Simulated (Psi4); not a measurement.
Psi4 input (wB97X-D/6-31G*):

```
memory 1500 MB

molecule {
1 2
Si    2.35129800   -0.33395300    0.35705000
C     0.51438300   -0.13066900    0.13864500
C    -0.49768000   -0.83077100    0.87162400
C    -1.76524600   -0.48679800    0.50688100
S    -1.76273300    0.69816300   -0.73820000
C    -0.04596500    0.73202300   -0.76928700
H     2.76053500    0.00250500    1.74208700
H     2.76485600   -1.73286000    0.09052500
H     3.04655300    0.56860500   -0.58948700
H    -0.28679500   -1.56157200    1.64005900
H    -2.69600600   -0.86254500    0.89925900
H     0.46345800    1.38789700   -1.45710900
symmetry c1
no_reorient
no_com
}

set {
  basis 6-31G*
  reference uks
  scf_type pk
  dft_radial_points 99
  dft_spherical_points 590
  e_convergence 1e-8
  d_convergence 1e-7
  maxiter 150
}

e = energy('wb97x-d')
print_out(f'\nFINAL {e:.10f} DIPOLE {variable("CURRENT DIPOLE")[0]:.6f} {variable("CURRENT DIPOLE")[1]:.6f} {variable("CURRENT DIPOLE")[2]:.6f}\n')
```

From the output:

```
      57A      0.473845    58A      0.475858    59A      0.528647
      60A      0.586924    61A      0.607775    62A      0.629714
      63A      0.655498    64A      0.656528    65A      0.675347
      66A      0.685201    67A      0.700770    68A      0.721744
      69A      0.742066    70A      0.756392    71A      0.768218
      72A      0.801213    73A      0.844169    74A      0.880366
      75A      0.910470    76A      0.921237    77A      0.988012
      78A      1.025811    79A      1.041911    80A      1.096628
      81A      1.145082    82A      1.153208    83A      1.209019
      84A      1.219640    85A      1.321109    86A      1.337001
      87A      1.399550    88A      1.585747    89A      1.708941
      90A      1.714271    91A      1.750228    92A      1.824828
      93A      1.893937    94A      2.058268    95A      2.093988
      96A      2.105925    97A      2.135553    98A      2.145969
      99A      2.313060   100A      2.337534   101A      2.466160
     102A      2.527122   103A      2.759313   104A      2.788857
     105A      2.913610   106A      3.794807   107A      3.982495
     108A      4.027470   109A      4.190108   110A      4.329348

    Final Occupation by Irrep:
              A
    DOCC [    29 ]
    SOCC [     1 ]
    NA   [    30 ]
    NB   [    29 ]

  @UKS Final Energy:  -843.26608674095871

   => Energetics <=

    Nuclear Repulsion Energy =            324.1112696032253098
    One-Electron Energy =               -1791.3205355027748737
    Two-Electron Energy =                 674.0413696526528611
    DFT Exchange-Correlation Energy =     -50.0934923818999920
    Empirical Dispersion Energy =          -0.0046981121619929
    VV10 Nonlocal Energy =                  0.0000000000000000
    Total Energy =                       -843.2660867409587127

  UHF NO Occupations:
  HONO-2 :   28  A 1.9950069
  HONO-1 :   29  A 1.9907969
  HONO-0 :   30  A 1.0000000
  LUNO+0 :   31  A 0.0092031
  LUNO+1 :   32  A 0.0049931
  LUNO+2 :   33  A 0.0004419
  LUNO+3 :   34  A 0.0001998

Computation Completed

Properties will be evaluated at   0.000000,   0.000000,   0.000000 [a0]

Properties computed using the SCF density matrix

 Multipole Moments:

 ------------------------------------------------------------------------------------
     Multipole            Electronic (a.u.)      Nuclear  (a.u.)        Total (a.u.)
 ------------------------------------------------------------------------------------

 L = 1.  Multiply by 2.5417464519 to convert [e a0] to [Debye]
 Dipole X            :         -1.0120649           -0.0000057           -1.0120706
 Dipole Y            :         -0.0545545            0.0000113           -0.0545432
 Dipole Z            :          0.0546413            0.0000227            0.0546640
 Magnitude           :                                                    1.0150123

 ------------------------------------------------------------------------------------

FINAL -843.2660867410 DIPOLE -1.012071 -0.054543 0.054664

*** Psi4 exiting successfully. Buy a developer a beer!
```

The dipole moment of an ion depends on the origin.

The geometry given is a B3LYP-D3(BJ)/def2-TZVP minimum of the species of charge 0 and multiplicity 1, not of this state.
